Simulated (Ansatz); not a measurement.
A nudged elastic band was laid between two geometries of ClH4NSi + FH + H2O (12 atoms, charge 0, multiplicity 1).

Method: RKS B3LYP-D4/def2-SVP in Ansatz 0.2.0.

```
movable images  : 7
climbing image  : yes
spring          : 5.0 eV/Å²
optimiser       : quadratic models (default)
start path      : through a guess of the saddle point
force threshold : 0.03 eV/Å
iteration limit : 60
end points      : relaxed
```

First end point:

```xyz
12
Properties=species:S:1:pos:R:3
Si -1.301 -0.487 0.243
N 0.238 -0.435 1.098
H -1.382 -1.574 -0.756
H -2.336 -0.650 1.297
Cl -1.734 1.319 -0.694
H 1.304 0.679 -1.119
O 1.029 -0.147 -1.566
H 0.977 1.040 0.795
F 1.477 1.738 0.350
H 0.201 -0.692 2.083
H 0.976 -0.951 0.618
H 0.550 0.159 -2.348
```

Last end point:

```xyz
12
Properties=species:S:1:pos:R:3
Si -1.745 -0.572 -0.928
N 1.354 0.786 1.248
H -2.995 -0.064 -1.537
H -1.633 -2.050 -1.014
Cl -1.924 -0.160 1.144
H 1.627 -0.240 0.166
O -0.477 0.232 -1.577
H 1.500 1.739 0.912
F 1.652 -0.872 -0.615
H 0.356 0.691 1.469
H 1.879 0.681 2.118
H 0.406 -0.171 -1.385
```

(1) Which bonds break or form, and what moves?

(2) Give the energies along the band, and the barrier.

(3) What is the geometry of the highest image?

The band took 42 iterations and about 18 core-minutes.

Answers

(1) Bonds broken: Si1–N2, H6–O7, H8–F9. Bonds formed: Si1–O7, N2–H8, H6–F9. ClH4NSi + FH + H2O becomes ClH3OSi + FH + H3N.

(2) The forces met the threshold. The highest image is number 3 of 0 to 8, 37.3 kJ/mol above the first end and 115.8 kJ/mol above the last; the last end lies 78.5 kJ/mol below the first. Beside the main top the profile has a ripple of under 15 meV (maxima at images 3, 6), which may be a very shallow well or noise. A vibrational analysis at the climbing image gives one clearly imaginary mode, 605i cm⁻¹: a first-order saddle point. The orbitals stay closed-shell, which can raise the energy where a bond breaks towards radicals; this wasn't checked here.

| image | path coordinate (Å) | energy (kJ/mol) | Si1–N2 (Å) | H6–O7 (Å) | H8–F9 (Å) |
| --- | --- | --- | --- | --- | --- |
| 0 | 0.00 | 0.0 | 1.76 | 0.98 | 0.97 |
| 1 | 0.53 | 2.0 | 1.77 | 0.98 | 0.97 |
| 2 | 1.07 | 13.8 | 1.80 | 0.99 | 1.00 |
| 3 | 1.60 | 37.3 | 1.89 | 1.09 | 1.25 |
| 4 | 3.58 | -16.8 | 2.13 | 1.56 | 1.80 |
| 5 | 5.56 | -33.3 | 2.16 | 1.59 | 2.55 |
| 6 | 7.54 | -32.1 | 3.05 | 2.53 | 2.88 |
| 7 | 9.52 | -75.3 | 3.93 | 2.96 | 3.08 |
| 8 | 11.50 | -78.5 | 4.02 | 2.77 | 3.03 |

(3) 
```xyz
12
Properties=species:S:1:pos:R:3
Si -1.012 -0.405 -0.104
N 0.414 -0.343 1.130
H -1.160 -1.686 -0.841
H -2.029 -0.546 0.999
Cl -1.933 1.325 -0.930
H 1.137 0.743 -0.833
O 0.509 -0.006 -1.326
H 1.081 0.600 0.837
F 1.684 1.428 0.116
H 0.081 -0.340 2.095
H 1.048 -1.139 1.014
H 0.181 0.368 -2.157
```

Time of the run: 9.4 min on 2 threads of Intel(R) Xeon(R) 6975P-C (Granite Rapids), with other jobs on the host, peak memory 0.28 GiB.
